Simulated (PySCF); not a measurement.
SMILES C[SiH2]CC[SiH2]C (C4H14Si2), singlet, GFN2-xTB optimised geometry.

```
20

Si     1.11    -2.58    -2.00
C      1.23    -4.46    -2.24
C     -0.69    -2.12    -1.61
C     -0.98    -0.62    -1.54
Si    -0.30     0.26     0.00
C     -0.92     2.05     0.00
H      1.53    -1.90    -3.24
H      2.01    -2.17    -0.91
H      2.24    -4.76    -2.47
H      0.92    -4.99    -1.34
H      0.59    -4.80    -3.05
H     -1.33    -2.57    -2.38
H     -1.00    -2.59    -0.67
H     -2.07    -0.47    -1.56
H     -0.60    -0.14    -2.44
H      1.17     0.26     0.00
H     -0.78    -0.43     1.21
H     -2.01     2.10     0.02
H     -0.58     2.59    -0.88
H     -0.56     2.59     0.87
```

Density from B3LYP/def2-SVP (PySCF) at that geometry.

Minimum of the electron density along straight lines between bonded atoms, close to the bond critical point (lines longer than 1.1 times the sum of covalent radii, or with two minima, are not listed):

```json
[
 {"bond": "Si1–C2", "length / Å": "1.899", "ρ at the minimum / e bohr⁻³": "0.111", "∇²ρ there / e bohr⁻⁵": "0.32", "position (fraction from the first atom)": "0.38"},
 {"bond": "Si1–C3", "length / Å": "1.902", "ρ at the minimum / e bohr⁻³": "0.112", "∇²ρ there / e bohr⁻⁵": "0.32", "position (fraction from the first atom)": "0.38"},
 {"bond": "C3–C4", "length / Å": "1.529", "ρ at the minimum / e bohr⁻³": "___", "∇²ρ there / e bohr⁻⁵": "___", "position (fraction from the first atom)": "0.50"},
 {"bond": "C4–Si5", "length / Å": "1.902", "ρ at the minimum / e bohr⁻³": "0.112", "∇²ρ there / e bohr⁻⁵": "0.32", "position (fraction from the first atom)": "0.62"},
 {"bond": "Si5–C6", "length / Å": "1.899", "ρ at the minimum / e bohr⁻³": "0.111", "∇²ρ there / e bohr⁻⁵": "0.32", "position (fraction from the first atom)": "0.38"},
 {"bond": "Si1–H7", "length / Å": "1.471", "ρ at the minimum / e bohr⁻³": "0.115", "∇²ρ there / e bohr⁻⁵": "0.33", "position (fraction from the first atom)": "0.49"},
 {"bond": "Si1–H8", "length / Å": "1.468", "ρ at the minimum / e bohr⁻³": "0.116", "∇²ρ there / e bohr⁻⁵": "0.34", "position (fraction from the first atom)": "0.49"},
 {"bond": "C2–H9", "length / Å": "1.085", "ρ at the minimum / e bohr⁻³": "0.273", "∇²ρ there / e bohr⁻⁵": "-0.98", "position (fraction from the first atom)": "0.62"},
 {"bond": "C2–H10", "length / Å": "1.086", "ρ at the minimum / e bohr⁻³": "0.272", "∇²ρ there / e bohr⁻⁵": "-0.97", "position (fraction from the first atom)": "0.62"},
 {"bond": "C2–H11", "length / Å": "1.086", "ρ at the minimum / e bohr⁻³": "0.272", "∇²ρ there / e bohr⁻⁵": "-0.97", "position (fraction from the first atom)": "0.62"},
 {"bond": "C3–H12", "length / Å": "1.095", "ρ at the minimum / e bohr⁻³": "0.270", "∇²ρ there / e bohr⁻⁵": "-0.94", "position (fraction from the first atom)": "0.62"},
 {"bond": "C3–H13", "length / Å": "1.092", "ρ at the minimum / e bohr⁻³": "0.272", "∇²ρ there / e bohr⁻⁵": "-0.96", "position (fraction from the first atom)": "0.62"},
 {"bond": "C4–H14", "length / Å": "1.095", "ρ at the minimum / e bohr⁻³": "0.270", "∇²ρ there / e bohr⁻⁵": "-0.94", "position (fraction from the first atom)": "0.62"},
 {"bond": "C4–H15", "length / Å": "1.092", "ρ at the minimum / e bohr⁻³": "0.272", "∇²ρ there / e bohr⁻⁵": "-0.96", "position (fraction from the first atom)": "0.62"},
 {"bond": "Si5–H16", "length / Å": "1.468", "ρ at the minimum / e bohr⁻³": "0.116", "∇²ρ there / e bohr⁻⁵": "0.34", "position (fraction from the first atom)": "0.49"},
 {"bond": "Si5–H17", "length / Å": "1.471", "ρ at the minimum / e bohr⁻³": "0.115", "∇²ρ there / e bohr⁻⁵": "0.33", "position (fraction from the first atom)": "0.49"},
 {"bond": "C6–H18", "length / Å": "1.086", "ρ at the minimum / e bohr⁻³": "0.272", "∇²ρ there / e bohr⁻⁵": "-0.97", "position (fraction from the first atom)": "0.62"},
 {"bond": "C6–H19", "length / Å": "1.086", "ρ at the minimum / e bohr⁻³": "0.272", "∇²ρ there / e bohr⁻⁵": "-0.97", "position (fraction from the first atom)": "0.62"},
 {"bond": "C6–H20", "length / Å": "1.085", "ρ at the minimum / e bohr⁻³": "0.273", "∇²ρ there / e bohr⁻⁵": "-0.98", "position (fraction from the first atom)": "0.62"}
]
```

**Question.** What belongs in the gaps?

**Answer.** 
- C3–C4, ρ at the minimum / e bohr⁻³: 0.237
- C3–C4, ∇²ρ there / e bohr⁻⁵: -0.51
